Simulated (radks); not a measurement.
The numbers below are computed, except where a source is named.
Orbital eigenvalues (eV) of neutral praseodymium, [Xe] 4f3 6s2, of relativity; Dirac values are averaged over j with weights 2j + 1. Spin-unpolarised spherical Kohn-Sham, PBE, point nucleus unless stated (finite: rms radius 4.8919 fm), a radial shooting solver on a logarithmic mesh with Libxc functionals. A level marked "c x" has the speed of light scaled by that factor and shares open shells by 2j + 1; other Dirac levels either fill j = l - 1/2 first or share by 2j + 1.

shell  non-rel.
2s      -6193.3
2p      -5863.7
3s      -1332.6
3p      -1189.4
3d      -922.83
4s      -261.44
4p      -207.64
4d      -113.12
5s      -35.196
5p      -21.104
4f      -4.0080
6s      -3.2765

Give the values at the level "Dirac, c x 1.25".

Answer. 
shell  Dirac, c x 1.25  change of magnitude (%)
2s             -6515.5                    +5.20
2p             -5965.1                    +1.73
3s             -1404.3                    +5.38
3p             -1213.8                    +2.05
3d             -915.41                    -0.80
4s             -277.72                    +6.23
4p             -212.56                    +2.37
4d             -111.32                    -1.60
5s             -37.449                    +6.40
5p             -21.338                    +1.11
4f             -2.1796                   -45.62
6s             -3.3801                    +3.16
